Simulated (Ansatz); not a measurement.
Born–Oppenheimer molecular dynamics of Cl2GeH2 (5 atoms, charge 0, multiplicity 1). It starts at the highest image of a converged band. Of that band: A structure lower than the last end lies on the path between it and the top, so the climb from that side starts below the end, which may itself be a saddle point or a shallow side well. Neighbouring images differ by up to 2.8 eV, so the band resolves the path poorly. A vibrational analysis at the climbing image gives one clearly imaginary mode, 1859i cm⁻¹: a first-order saddle point.

The calculation used Ansatz, RHF/def2-SVP.

```yaml
ensemble: NVE (velocity Verlet)
time_step: 0.5 fs
steps_asked: 200
starting_velocities_drawn_for: 300 K
seed: 2566
```

First frame:

```xyz
5
Properties=species:S:1:pos:R:3
Ge 0.312 0.000 -0.426
H 0.630 0.000 1.293
H 1.565 0.000 0.463
Cl -0.931 1.759 -0.437
Cl -0.931 -1.759 -0.437
```

Q: How far do the bonds stretch over the last three quarters of this one trajectory? (Pairs bonded in most of those frames.)

A: 
```json
{"bond": "Ge1–H2", "mean (Å)": "1.637", "spread (Å)": "0.143", "shortest": "1.37", "longest": "1.94"}
{"bond": "Ge1–H3", "mean (Å)": "1.594", "spread (Å)": "0.124", "shortest": "1.43", "longest": "2.01"}
{"bond": "Ge1–Cl4", "mean (Å)": "2.178", "spread (Å)": "0.020", "shortest": "2.15", "longest": "2.20"}
{"bond": "Ge1–Cl5", "mean (Å)": "2.191", "spread (Å)": "0.034", "shortest": "2.15", "longest": "2.25"}
```

Mean temperature of the second half: 4880 K. The conserved energy stayed within 1 meV per atom of its start (net change -0.54 meV per atom), so the integration is sound. The system heated up, since it started high on the potential surface and ran downhill. A run of 0.1 ps of so small a system gives no equilibrium averages. The orbitals stay closed-shell, which can raise the energy where a bond breaks towards radicals; this wasn't checked here.

Time of the run: 120 s on 1 thread of AMD EPYC 9B45 (Zen 5), on a shared host, peak memory 0.17 GiB.
